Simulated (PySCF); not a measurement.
Unknowns

Method: geometry from GFN2-xTB, PBE0/pcSseg-1 with gauge-including orbitals, in PySCF 2.14 (relativity neglected, isolated molecule, one computed conformer, fast rotation and ring inversion assumed for equivalent nuclei).

Scale: $^{1}$H (σref 31.72) and $^{13}$C (σref 186.93) vs TMS (reference shieldings calculated alike). Splittings of carbon signals by F and P are missing where no couplings were computed. Where no couplings were computed, multiplicities follow the n + 1 count of equivalent neighbours, and m marks all less simple cases (inequivalent or close neighbours, rings, F or P nearby). Shifts are as computed. Against solution values, carbons near 30 ppm lie about +3 ppm off and those near 130 ppm about +5 ppm (rms about the fit 2.1 ppm; single classes can miss by 10 ppm). Of 1328 compounds with measured shifts, 309 miss one by over three times the rms of a fit or turn the order of signals round; such compounds aren't used in these exercises. Signals without a measured value on file couldn't be tested in this way; 1H shifts scatter by 0.2 ppm about their fit, and single ones miss by 0.5 ppm.

Problem. C₆H₅F₃O. $^{1}$H NMR (600 MHz, computed): δ 5.77 (s, 2H), 5.74 (t, 1H), 4.92 (d, 2H). $^{13}$C{$^{1}$H} NMR (computed): δ 189.0 (C), 180.4 (C), 131.4 (C), 113.4 (CH), 103.1 (CH2), 72.7 (CH2). What is it?

Solution. `C(=C=C)=CCOC(F)(F)F`. Rings plus π bonds: 3 (no ring in the answer). 6 carbon signals for 6 carbons: no two carbons are equivalent. Carbon types of the structure: 3 × C, 1 × CH, 2 × CH2, which accounts for all hydrogens. δC 189.0, 180.4: central carbon of an allene. δC 131.4: CF3 carbon; 4 electronegative neighbours deshield it. δC 113.4, 103.1: terminal carbon of a cumulated C=C=C unit. δC 72.7: allylic sp3 CH2 bonded to O; the inductive effect lowers its shielding.

This is the structure that produced the data.

Problem. C₆H₅F₃O. $^{1}$H NMR (500 MHz, computed): δ 6.69 (m, 1H), 2.81 (m, 2H), 2.52 (m, 2H). $^{13}$C{$^{1}$H} NMR (computed): δ 209.2 (C), 172.3 (C), 142.3 (CH), 132.1 (C), 37.2 (CH2), 28.9 (CH2). Identify the compound.

Solution. SMILES C1C(=O)C=C(C(F)(F)F)C1. Rings plus π bonds: 3 (1 ring in the answer). 6 carbon signals for 6 carbons: no two carbons are equivalent. Carbon types of the structure: 3 × C, 1 × CH, 2 × CH2, which accounts for all hydrogens. δC 209.2: ketone carbonyl carbon; the double bond to the heteroatom, with no lone-pair donor beside it, deshields it most. δC 172.3: β carbon of a C=C–C=O unit; conjugation with the carbonyl draws π density from the β position. δC 142.3: α carbon of a C=C–C=O unit; an sp2 carbon of a C=C bond. δC 132.1: CF3 carbon; 3 electronegative neighbours deshield it.

This is the structure that produced the data.
